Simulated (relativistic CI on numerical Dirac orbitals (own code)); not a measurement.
Level scheme of Re49+

Computed by Dirac-Coulomb-Breit CI, KLI orbitals optimised for each configuration, model QED (radiative potential, 1s self-energy scaled to tabulated hydrogen-like ionisation energies), unscaled Slater integrals (own radial code, finite nucleus).

Configurations in the expansion (outside the closed core [Ne]): 3s2 3p6 3d8, 3s2 3p5 3d9, 3s2 3p4 3d10, 3s 3p6 3d9, 3p6 3d10, 3s 3p5 3d10, 3s2 3p6 3d7 4s, 3s2 3p6 3d7 4p, 3s2 3p4 3d9 4s, 3s2 3p6 3d7 4d, 3s2 3p4 3d9 4p, 3s2 3p5 3d8 4s, 3s2 3p6 3d7 4f, 3s2 3p4 3d9 4d, 3s 3p5 3d9 4s, 3s2 3p5 3d8 4p. Levels of other configurations are missing.

The lowest level is 3s2 3p6 3d8 3F_4, with 87 % of that term; Hund's rules for 3s2 3p6 3d8 give 3F with J = 4, in agreement.

| No. | Configuration | Term | J | E (Ry) | % | Next component (%) | jj configuration (%) |
| --- | --- | --- | --- | --- | --- | --- | --- |
| 1 | 3s2 3p6 3d8 | 3F | 4 | 0.000 | 87 | 13 1G | 3d5/2^4 (99) |
| 2 | 3s2 3p6 3d8 | 1D | 2 | 0.675 | 49 | 42 3P | 3d5/2^4 (100) |
| 3 | 3s2 3p6 3d8 | 3P | 0 | 2.147 | 51 | 49 1S | 3d5/2^4 (99) |
| 4 | 3s2 3p6 3d8 | 3F | 3 | 5.121 | 100 |  | 3d3/2^3 3d5/2^5 (100) |
| 5 | 3s2 3p6 3d8 | 3P | 2 | 5.832 | 51 | 31 3F | 3d3/2^3 3d5/2^5 (99) |
| 6 | 3s2 3p6 3d8 | 3P | 1 | 6.230 | 100 |  | 3d3/2^3 3d5/2^5 (100) |
| 7 | 3s2 3p6 3d8 | 1G | 4 | 6.248 | 87 | 13 3F | 3d3/2^3 3d5/2^5 (99) |
| 8 | 3s2 3p6 3d8 | 3F | 2 | 10.773 | 60 | 33 1D | 3d3/2^2 3d5/2^6 (99) |
| 9 | 3s2 3p6 3d8 | 1S | 0 | 12.609 | 51 | 49 3P | 3d3/2^2 3d5/2^6 (99) |
| 10 | 3s2 3p5 3d9 | 3F° | 4 | 32.258 | 100 |  | 3p3/2^3 3d5/2^5 (100) |
| 11 | 3s2 3p5 3d9 | 1D° | 2 | 32.985 | 53 | 37 3P° | 3p3/2^3 3d5/2^5 (99) |
| 12 | 3s2 3p5 3d9 | 3D° | 3 | 34.176 | 78 | 15 1F° | 3p3/2^3 3d5/2^5 (97) |
| 13 | 3s2 3p5 3d9 | 1P° | 1 | 35.008 | 52 | 40 3P° | 3p3/2^3 3d5/2^5 (99) |
| 14 | 3s2 3p5 3d9 | 3D° | 2 | 38.544 | 55 | 18 3F° | 3p3/2^3 3d3/2^3 3d5/2^6 (99) |
| 15 | 3s2 3p5 3d9 | 3P° | 0 | 39.094 | 100 |  | 3p3/2^3 3d3/2^3 3d5/2^6 (100) |
| 16 | 3s2 3p5 3d9 | 3D° | 1 | 39.238 | 45 | 44 3P° | 3p3/2^3 3d3/2^3 3d5/2^6 (99) |
| 17 | 3s2 3p5 3d9 | 3F° | 3 | 39.265 | 56 | 44 1F° | 3p3/2^3 3d3/2^3 3d5/2^6 (96) |
| 18 | 3s2 3p5 3d9 | 3P° | 2 | 58.109 | 49 | 37 3D° | 3p1/2 3p3/2^4 3d5/2^5 (100) |
| 19 | 3s2 3p5 3d9 | 1F° | 3 | 58.692 | 42 | 36 3F° | 3p1/2 3p3/2^4 3d5/2^5 (99) |
| 20 | 3s2 3p5 3d9 | 3F° | 2 | 62.126 | 74 | 20 1D° | 3p1/2 3p3/2^4 3d3/2^3 3d5/2^6 (100) |
| 21 | 3s2 3p5 3d9 | 3D° | 1 | 64.509 | 47 | 37 1P° | 3p1/2 3p3/2^4 3d3/2^3 3d5/2^6 (100) |
| 22 | 3s2 3p4 3d10 | 3P | 2 | 66.918 | 66 | 32 1D | 3p3/2^2 (98) |
| 23 | 3s2 3p4 3d10 | 1S | 0 | 68.627 | 64 | 36 3P | 3p3/2^2 (100) |
| 24 | 3s 3p6 3d9 | 3D | 3 | 75.528 | 100 |  | 3s 3d5/2^5 (100) |
| 25 | 3s 3p6 3d9 | 3D | 2 | 76.363 | 53 | 45 1D | 3s 3d5/2^5 (96) |
| 26 | 3s 3p6 3d9 | 3D | 1 | 80.870 | 100 |  | 3s 3d3/2^3 3d5/2^6 (100) |
| 27 | 3s 3p6 3d9 | 1D | 2 | 81.400 | 50 | 47 3D | 3s 3d3/2^3 3d5/2^6 (95) |
| 28 | 3s2 3p4 3d10 | 3P | 1 | 91.341 | 100 |  | 3p1/2 3p3/2^3 (100) |
| 29 | 3s2 3p4 3d10 | 1D | 2 | 92.506 | 67 | 29 3P | 3p1/2 3p3/2^3 (96) |
| 30 | 3s 3p5 3d10 | 3P° | 2 | 107.926 | 100 |  | 3s 3p3/2^3 (100) |

Energies count from the lowest computed level; ° marks odd parity. Filled j subshells are mostly left out of the jj labels.

The mean weight of the leading LS term, summed over parents, in these 30 levels is 70 %, and that of the leading jj configuration (from the same eigenvectors) 99 %, so jj coupling describes them better and the LS labels are nominal.

At this charge energies of transitions that change n are usually good to better than 1 %, and those within a shell (Δn = 0) to a few per cent.

LS names give the leading component of a level, which can be under half, so a name can repeat, a term be missing and a line seem to break the LS rules.
